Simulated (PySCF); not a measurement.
Molecule: C3H9NSn, SMILES [CH3][Sn][N](C)C, singlet. Atoms near the plane z = 1.0 Å, at the CAM-B3LYP/def2-SVP optimised geometry (x, y, z in Å): Sn1 (-1.1, -0.3, 0.0), C2 (-1.4, 1.9, 0.0), H3 (-0.9, 2.4, 0.9), H4 (-2.5, 2.2, 0.0), N6 (0.9, -0.3, 0.0), C7 (1.6, -1.5, 0.0), C8 (1.8, 0.9, 0.0), H10 (2.3, -1.6, 0.9), H11 (0.9, -2.4, 0.0), H12 (2.5, 0.9, 0.9), H14 (1.2, 1.8, 0.0).

Method: CAM-B3LYP/def2-TZVP, def2 effective core potentials past Kr in PySCF 2.14.0. The core electrons that the potentials of Sn replace are not part of the density. The values are rescaled to run from 0 to 1.

```
|###############################|
|###############################|
|###############################|
|###############################|
|############%##################|
|#########%%%%%%################|
|########%%%%#%%################|
|#######%%%%* %%%###############|
|#######%%%%#*%%%####%##########|
|#######%%%%%%%%####%%%%%%######|
|#######%%%%%%%%###%%%%%%%%#####|
|########%%%%%%####%%%%%#%%%####|
|#########%%%%%###%%%%%# *%%####|
|#########%%%%%%%%%%%%%%*%%%####|
|########%%%%%%%%%%%%%%%%%%#####|
|########%%%@@%%%%%%%%%%%%######|
|########%%@@@%%%%%%%%%%%#######|
|########%%%@@%%%%%%%%%%%#######|
|#########%%%%%%%%%%%%%%%%######|
|###########%%%##%%%%%%%%%%#####|
|#################%%%%%-:%%#####|
|#################%%%%%+=%%#####|
|#################%%%%%%%%%#####|
|##################%%%%%%%######|
|###################%%%#########|
|###############################|
|###############################|
|###############################|
|###############################|
|###############################|
|###############################|
```
Scale: ten equal steps from 0.000 (start of ' ') to 1.00 (end of '@'), in the order ' .:-=+*#%@'; x runs from -4.50 to 4.50, y from -4.50 (bottom) to 4.50 (top).

Problem. Which quantity is mapped?
A. log10 of the electron density
B. an orbital amplitude
C. deformation density (molecule minus spherical neutral atoms)
D. Laplacian of the electron density

Solution. D, Laplacian of the electron density. In full: Laplacian of the electron density (e/bohr⁵), clipped to [-1.50, 1.50].
